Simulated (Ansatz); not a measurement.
```yaml
crystal:
  periodic: [true, true, true]
  atoms:
    - {symbol: N, position_ang: [-2.392806, 0.586632, 0.711348]}
    - {symbol: C, position_ang: [-1.179237, -0.067873, 0.565916]}
    - {symbol: O, position_ang: [-0.610237, -0.043583, -0.868193]}
    - {symbol: Si, position_ang: [0.864596, -0.630578, -1.056464]}
    - {symbol: Al, position_ang: [2.615173, 0.533239, 0.321276]}
    - {symbol: H, position_ang: [-2.379773, 1.502871, 0.465740]}
    - {symbol: H, position_ang: [-3.182289, 0.064281, -0.044059]}
    - {symbol: H, position_ang: [-0.433172, -0.022606, 1.189780]}
    - {symbol: H, position_ang: [-1.433459, -1.228466, 0.722017]}
    - {symbol: H, position_ang: [0.877980, -0.405300, -2.529261]}
    - {symbol: H, position_ang: [1.025518, -2.078853, -1.049269]}
    - {symbol: H, position_ang: [4.124348, 0.102508, 0.063432]}
    - {symbol: H, position_ang: [2.217560, 1.417345, 1.307147]}
basis:
  gaussian: {orbitals: ANO-RCC-VTZP, nuclear_model: gaussian}
magnetization: {spin_polarized: true, initial_magnetization: 0}
hamiltonian: {xc: {name: PBEsol}, dispersion: d3bj}
accuracy: high
```

```sh
$ ansatz run in.yaml --threads 4 --pin off --events-out ev --progress --plain --max-ram 10444MiB
```

Output, abridged:

```
Error: YAML parse error: error: line 2 column 3: crystal: missing field `lattice` (a structure is typed as `lattice` and `atoms`, a molecule's as `atoms` in Å alone, or read from a run's directory, `checkpoint`)
 --> <input>:2:3
1 | crystal:
2 |   periodic: [true, true, true]
3 |   atoms:
4 |     - {symbol: N, position_ang: [-2.392806, 0.586632, 0.711348]}
```

(1) Something in this input is off. What?

## Answers

(1) The molecule is marked periodic without a cell. The program refused the input.
